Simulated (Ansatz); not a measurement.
Cost and result for the atomization energy of `O[SiH](Br)O[SiH3]` (10 atoms, 9 bonds).

Z-matrix (Å, degrees):
```
Si
Br 1 2.228
O 1 1.616 2 107.5
O 1 1.623 2 109.8 3 122.8
H 1 1.468 2 109.6 3 -120.2
Si 3 1.645 1 145.6 2 1.0
H 4 0.959 1 119.3 2 -48.7
H 6 1.484 3 109.9 1 64.7
H 6 1.483 3 110.2 1 -56.2
H 6 1.482 3 107.3 1 -176.0
```

The species carries charge 0 and has multiplicity 1. Correlated methods include outer-core shells of Br, which these sets cover unevenly. Scalar relativity is left out up to krypton. All single points use the PBE0-D4/def2-TZVP geometry. It is one conformer, not always the lowest. Program: Ansatz. All runs use 4 threads of a server CPU on a shared host. Times are those of one run each, without the atoms' runs, and a repeat can differ threefold. Electronic energies, without spin–orbit coupling; frozen cores. CCSD(T)/CBS adds CCSD(T) − MP2 in def2-TZVPP to the MP2 limit, and its time is that of the two runs behind it. T1 = 0.010. With those shells the extrapolation isn't a true limit. B3LYP takes the VWN-RPA correlation (the form of Gaussian; ORCA's B3LYP/G).

CCSD(T)/CBS is a level of theory with its own doubt, some kJ/mol a heavy atom from the limit and from the frozen cores, so smaller differences don't rank the functionals.

```csv
level,functions,wall time
LDA (SPW92)/def2-TZVPP,264,1.4 s
PBE0-D4/def2-TZVPP,264,3 s
CAM-B3LYP-D4/def2-TZVPP,264,3.6 s
B3LYP-D4/def2-TZVPP (with forces),264,4.7 s
B2PLYP/def2-TZVPP,264,4.7 s
PBE-QIDH/def2-TZVPP,264,4.9 s
ωB97X-V/def2-TZVPP,264,7 s
CCSD(T)/def2-SVP,121,7 s
r2SCANh-D4/def2-TZVPP,264,8.5 s
ωB97M-V/def2-TZVPP (with forces),264,9 s
MP2/def2-QZVPP,493,23 s
CCSD(T)/def2-TZVPP,264,2.5 min
CCSD(T)/CBS(def2),–,2.9 min
```

(1) What atomization energy does each give, and how far from CCSD(T)/CBS? (Estimate.)

Results:

(1) The calculation gave: 
| level | atomization (kcal/mol) | difference from CCSD(T)/CBS | per bond |
| --- | --- | --- | --- |
| LDA (SPW92)/def2-TZVPP | 952.9 | 99.3 | 11.0 |
| PBE0-D4/def2-TZVPP | 832.4 | -21.2 | -2.4 |
| CAM-B3LYP-D4/def2-TZVPP | 847.5 | -6.1 | -0.7 |
| B3LYP-D4/def2-TZVPP (with forces) | 840.6 | -13.0 | -1.4 |
| B2PLYP/def2-TZVPP | 834.6 | -19.0 | -2.1 |
| PBE-QIDH/def2-TZVPP | 835.0 | -18.6 | -2.1 |
| ωB97X-V/def2-TZVPP | 850.1 | -3.5 | -0.4 |
| CCSD(T)/def2-SVP | 775.1 | -78.5 | -8.7 |
| r2SCANh-D4/def2-TZVPP | 841.6 | -12.0 | -1.3 |
| ωB97M-V/def2-TZVPP (with forces) | 847.6 | -6.0 | -0.7 |
| MP2/def2-QZVPP | 860.2 | 6.6 | 0.7 |
| CCSD(T)/def2-TZVPP | 825.5 | -28.1 | -3.1 |
| CCSD(T)/CBS(def2) | 853.6 | 0.0 | 0.0 |

From r2SCAN to r2SCAN0 (25 % exact exchange), in def2-TZVPP and without D4, the atomization energy moves by −14.1 kcal/mol: exact exchange takes away binding that semilocal exchange gives to molecules. The D4 term adds +10.3 kcal/mol with B3LYP and +5.4 kcal/mol with PBE0; it sums over pairs of atoms, weighted by their polarisabilities, and B3LYP, whose exchange is more repulsive, gets the larger term. Leaving LDA and LC-ωPBE aside and taking each functional with its dispersion term where it has one, the values, not all of them listed here, spread over 27.7 kcal/mol, from BHLYP-D4 to ωB97X-V. LDA lies +115.9 kcal/mol from PBE without D4, its usual overbinding.
